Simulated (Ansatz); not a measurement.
silacyclobutane (C3H8Si), singlet, geometry from GFN2-xTB. Base run: Ansatz (an electronic-structure program) with B3LYP/def2-SVP.

Geometry (Å):
```xyz
12

C      0.9402     0.3981     0.9376
C      0.9993    -0.7463    -0.0959
Si    -0.7788    -0.3614    -0.6832
C     -0.3845     1.0706     0.5204
H      1.7976     1.0686     0.8859
H      0.8809     0.0085     1.9531
H      1.7681    -0.5795    -0.8480
H      1.1889    -1.7222     0.3452
H     -1.8107    -1.2989    -0.2363
H     -0.9627    -0.0227    -2.0949
H     -0.2213     2.0324     0.0379
H     -1.0672     1.2399     1.3499
```
All else is at Ansatz's defaults.
Base energy -408.44157 Eh.

Variants of this job, named by their change:

| change | ΔE vs base (µEh) |
|---|---|
| base | 0.0 |
| lower_state_search = off | 0.0 |
| fitting.mean_field = cc-pVTZ-JKFIT | -101 |
| accuracy = high | -14.3 |
| point_charge = charge:0.5 position_ang:5.1648, 2.4734, -0.4766 | -88.1 |
| fitting.mean_field = def2-universal-JKFIT | -111 |
| final_grid = 14, 28, 59 | 0.2 |
| forces = on | -15.0 |
| lower_state_search = light | 0.0 |
| nuclear_model = gaussian | ? |
| final_grid = 10, 20, 41 | 0.6 |

Question: What belongs in the gaps?

Answer: 
- nuclear_model = gaussian, ΔE vs base (µEh): 171
